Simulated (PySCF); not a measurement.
C3H6OSe, SMILES C(C=O)C[SeH], GFN2-xTB optimised geometry.

```
11

O      1.93     0.49     0.08
C      1.25    -0.49     0.00
C     -0.25    -0.49     0.00
C     -0.84     0.91     0.00
Se    -0.44     1.93     1.64
H      1.69    -1.50    -0.08
H     -0.60    -1.04    -0.88
H     -0.58    -1.05     0.88
H     -0.46     1.50    -0.84
H     -1.93     0.87    -0.05
H      0.96     2.07     1.37
```

Density from PBE/def2-TZVP run with PySCF at that geometry.

Minimum of the electron density along straight lines between bonded atoms, close to the bond critical point (lines longer than 1.1 times the sum of covalent radii, or with two minima, are not listed):

```json
[
 {"bond": "O1–C2", "length / Å": "1.199", "ρ at the minimum / e bohr⁻³": "0.428", "∇²ρ there / e bohr⁻⁵": "0.03", "position (fraction from the first atom)": "0.66"},
 {"bond": "C2–C3", "length / Å": "1.500", "ρ at the minimum / e bohr⁻³": "0.263", "∇²ρ there / e bohr⁻⁵": "-0.67", "position (fraction from the first atom)": "0.51"},
 {"bond": "C3–C4", "length / Å": "1.519", "ρ at the minimum / e bohr⁻³": "0.247", "∇²ρ there / e bohr⁻⁵": "(withheld)", "position (fraction from the first atom)": "0.50"},
 {"bond": "C4–Se5", "length / Å": "1.975", "ρ at the minimum / e bohr⁻³": "(withheld)", "∇²ρ there / e bohr⁻⁵": "(withheld)", "position (fraction from the first atom)": "0.48"},
 {"bond": "C2–H6", "length / Å": "1.106", "ρ at the minimum / e bohr⁻³": "0.277", "∇²ρ there / e bohr⁻⁵": "-0.96", "position (fraction from the first atom)": "0.65"},
 {"bond": "C3–H7", "length / Å": "1.094", "ρ at the minimum / e bohr⁻³": "0.272", "∇²ρ there / e bohr⁻⁵": "-0.90", "position (fraction from the first atom)": "0.64"},
 {"bond": "C3–H8", "length / Å": "1.095", "ρ at the minimum / e bohr⁻³": "0.272", "∇²ρ there / e bohr⁻⁵": "-0.90", "position (fraction from the first atom)": "0.64"},
 {"bond": "C4–H9", "length / Å": "1.090", "ρ at the minimum / e bohr⁻³": "0.280", "∇²ρ there / e bohr⁻⁵": "-0.95", "position (fraction from the first atom)": "0.65"},
 {"bond": "C4–H10", "length / Å": "1.091", "ρ at the minimum / e bohr⁻³": "0.278", "∇²ρ there / e bohr⁻⁵": "-0.94", "position (fraction from the first atom)": "0.64"},
 {"bond": "Se5–H11", "length / Å": "1.435", "ρ at the minimum / e bohr⁻³": "0.188", "∇²ρ there / e bohr⁻⁵": "-0.36", "position (fraction from the first atom)": "0.63"}
]
```

Problem. Fill in the missing entries.

Solution. 
- C3–C4, ∇²ρ there / e bohr⁻⁵: -0.59
- C4–Se5, ρ at the minimum / e bohr⁻³: 0.141
- C4–Se5, ∇²ρ there / e bohr⁻⁵: -0.13
